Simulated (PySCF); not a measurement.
# WS₂⁻ at several levels of theory

All levels use the PBE0 minimum (doublet; W–S 2.161 Å (×2); S–W–S 125.5°), basis [W def2-SVPD with ECP60, S def2-SVPD], scalar-relativistic core potentials, density fitting, no spin–orbit coupling, PySCF. For vertical energies the ionised species is a triplet (spins chosen at PBE0 and kept). Open shells are unrestricted, also as the reference of the correlated levels. Dipoles are about the centre of mass. A dash marks a value that was not computed or is not defined at that level.

```json
{"level": "PBE0", "vertical detachment energy (eV)": "2.08", "−ε(HOMO) (eV)": "0.97", "dipole (D)": "2.21"}
{"level": "HF", "vertical detachment energy (eV)": "1.13", "−ε(HOMO) (eV)": "3.64", "dipole (D)": "3.46"}
{"level": "MP2", "vertical detachment energy (eV)": "2.83", "−ε(HOMO) (eV)": "–", "dipole (D)": "–"}
{"level": "PBE", "vertical detachment energy (eV)": "2.02", "−ε(HOMO) (eV)": "-0.04", "dipole (D)": "1.78"}
```

The highest occupied level lies above zero at PBE, a mark of self-interaction error.

Spin contamination in at least one species weakens the values at: HF, MP2.

Open d and f shells are described by one determinant, and the ground state may have another occupation or spin. The lowest empty level of this anion is unbound, so it and the gap depend on the basis. Spin–orbit coupling, left out here, can matter for elements this heavy.
